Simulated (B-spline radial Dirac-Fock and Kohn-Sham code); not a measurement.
# Two-hole binding energies of Sb⁵⁺

System: the Sb⁵⁺ ion, 1s2 2s2 2p6 3s2 3p6 3d10 4s2 4p6 4d10, inside a Watson sphere of charge -5 and radius 2 Å (a model of the Madelung potential; inside it an electron's potential energy is raised by 36.0 eV).

Level of theory: relaxed Dirac-Fock hole states (ΔSCF) with Breit and QED corrections and a finite nucleus; a radial B-spline solver. U is the two-hole binding energy less the two single-hole energies, the effective repulsion of the holes after relaxation. Each two-hole energy is an average over J within one jj subconfiguration.

```csv
holes,E(a) (eV),E(b) (eV),E(ab) (eV),U (eV)
1s⁻¹ 2p1/2⁻¹,30524.6,4415.5,35177.2,237.0
1s⁻¹ 3p3/2⁻¹,30524.6,801.6,31395.3,69.0
2s⁻²,4738.7,4738.7,9615.7,138.2
2s⁻¹ 2p1/2⁻¹,4738.7,4415.5,9283.7,129.5
2s⁻¹ 2p3/2⁻¹,4738.7,4167.1,9031.7,125.9
2p3/2⁻²,4167.1,4167.1,8487.4,153.3
2p1/2⁻¹ 3s⁻¹,4415.5,980.7,5456.3,60.1
2s⁻¹ 3d5/2⁻¹,4738.7,561.1,5363.6,63.7
2p3/2⁻¹ 3p1/2⁻¹,4167.1,848.5,5078.9,63.4
2p1/2⁻¹ 3d3/2⁻¹,4415.5,570.5,5049.0,63.0
2p3/2⁻¹ 3d3/2⁻¹,4167.1,570.5,4803.3,65.7
2p3/2⁻¹ 3d5/2⁻¹,4167.1,561.1,?,?
3p1/2⁻²,848.5,848.5,1748.3,51.3
4d3/2⁻²,63.18,63.18,147.3,20.9
```

Q: Give the missing two-hole energy and U.

A: E(ab) = 4791.3 eV and U = 63.2 eV.

Values without a named source are computed, but for edge energies of neutral atoms, which are taken from tables.
